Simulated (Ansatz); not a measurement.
Geometry optimisation, RKS revPBE/def2-SVPD in Ansatz.

The input (input.yaml):

```yaml
crystal:
  periodic: [false, false, false]
  atoms:
    - { symbol: W, position_ang: [-0.093992, -0.143242, 0.297979] }
    - { symbol: O, position_ang: [0.717509, -0.128862, 2.047611] }
    - { symbol: H, position_ang: [0.174771, -0.60158, 2.719339] }
    - { symbol: H, position_ang: [1.33912, 0.748111, 0.106903] }
    - { symbol: H, position_ang: [-0.122437, 1.242352, -0.676053] }
    - { symbol: H, position_ang: [-1.598172, 0.69459, 0.246181] }
    - { symbol: H, position_ang: [-0.211496, -1.717157, -0.398774] }
    - { symbol: H, position_ang: [0.823495, -0.375612, -1.105986] }
basis:
  gaussian: { orbitals: def2-SVPD }
hamiltonian:
  xc: revpbe
relax:
  f_tol: 0.03
  max_steps: 50
output:
  orbitals: {}
```

Launched with:

```bash
$ ansatz run input.yaml --threads 2 --pin off --max-ram 3072MiB --backend cpu --events-out ev --progress --plain --runs-dir out
```

**Question.** Where does it end, and by what steps?

**Answer.** The run converged. After 12 steps the energy has fallen by 0.624 eV; H8 moved furthest, 0.71 Å.

| step | energy less start (eV) | largest force component (eV/Å) | accepted |
| --- | --- | --- | --- |
| 0 | 0.0000 | 0.665 | yes |
| 1 | -0.0105 | 0.208 | yes |
| 2 | -0.0269 | 0.075 | yes |
| 3 | -0.0303 | 0.311 | yes |
| 4 | -0.0356 | 0.175 | yes |
| 5 | -0.1226 | 0.450 | yes |
| 6 | -0.3525 | 1.012 | yes |
| 7 | -0.5342 | 1.139 | yes |
| 8 | -0.6187 | 0.259 | yes |
| 9 | -0.6195 | 0.343 | yes |
| 10 | -0.6229 | 0.108 | yes |
| 11 | -0.6230 | 0.166 | yes |
| 12 | -0.6243 | 0.018 | yes |

```xyz
8
Properties=species:S:1:pos:R:3
W 0.159 0.016 0.285
O 0.653 -0.157 2.084
H 0.177 -0.649 2.779
H 1.317 0.904 -0.577
H -0.311 1.605 -0.106
H -1.501 0.235 -0.035
H -0.603 -1.325 -0.439
H 1.138 -0.911 -0.754
```

The run took 20 s on 2 threads of Arm Neoverse V2, with other jobs on the host, peak memory 0.17 GiB.
